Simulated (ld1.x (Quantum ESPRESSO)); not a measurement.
**An all-electron radial function and its pseudo partner (nickel)**

Columns: radius, all-electron u(r) and pseudo u(r) of the 3s shell (level -108.34 eV) of nickel in the configuration [Ne] 3s2 3p6 3d8.5 4s1.5 4p0; PBE, scalar-relativistic, TM semilocal scheme, ld1.x (Quantum ESPRESSO) 7.5.

| r (bohr) | all-electron | pseudo |
| --- | --- | --- |
| 0.040 | 0.3386 | 0.0571 |
| 0.080 | -0.1222 | 0.1160 |
| 0.120 | -0.5261 | 0.1784 |
| 0.160 | -0.6879 | 0.2460 |
| 0.200 | -0.6303 | 0.3208 |
| 0.240 | -0.4273 | 0.4042 |
| 0.280 | -0.1496 | 0.4976 |
| 0.320 | 0.1491 | 0.6010 |
| 0.360 | 0.4337 | 0.7131 |
| 0.400 | 0.6843 | 0.8309 |
| 0.440 | 0.8912 | 0.9487 |
| 0.480 | 1.0518 | 1.0595 |
| 0.520 | 1.1679 | 1.1549 |
| 0.560 | 1.2438 | 1.2280 |
| 0.600 | 1.2850 | 1.2741 |
| 0.640 | 1.2974 | 1.2922 |
| 0.680 | 1.2866 | 1.2850 |
| 0.720 | 1.2577 | 1.2575 |
| 0.760 | 1.2154 | 1.2154 |
| 0.800 | 1.1633 | 1.1633 |
| 0.840 | 1.1046 | 1.1046 |
| 0.880 | 1.0418 | 1.0418 |
| 0.920 | 0.9771 | 0.9771 |
| 0.960 | 0.9119 | 0.9119 |
| 1.000 | 0.8476 | 0.8476 |
| 1.040 | 0.7849 | 0.7849 |

(1) How many radial nodes do the two functions have?

(2) At about which radius was the pseudo-wave matched?

(3) Where does each function peak?

(4) Is the pseudo-wave norm-conserving?

Results:

(1) The all-electron 3s function has n − l − 1 = 2; the pseudo-wave has 0, since the states of the same l below it are removed with the core.

(2) 0.80 bohr. The columns agree to 0.0005 from 0.72 bohr on; several derivatives are matched, so the curves merge somewhat inside the radius.

(3) Outermost all-electron maximum near 0.64 bohr, pseudo maximum near 0.64 bohr (to the table’s step).

(4) Yes: the TM semilocal scheme keeps the norm inside the radius equal to the all-electron one, which fixes the energy derivative of the logarithmic derivative at the level.
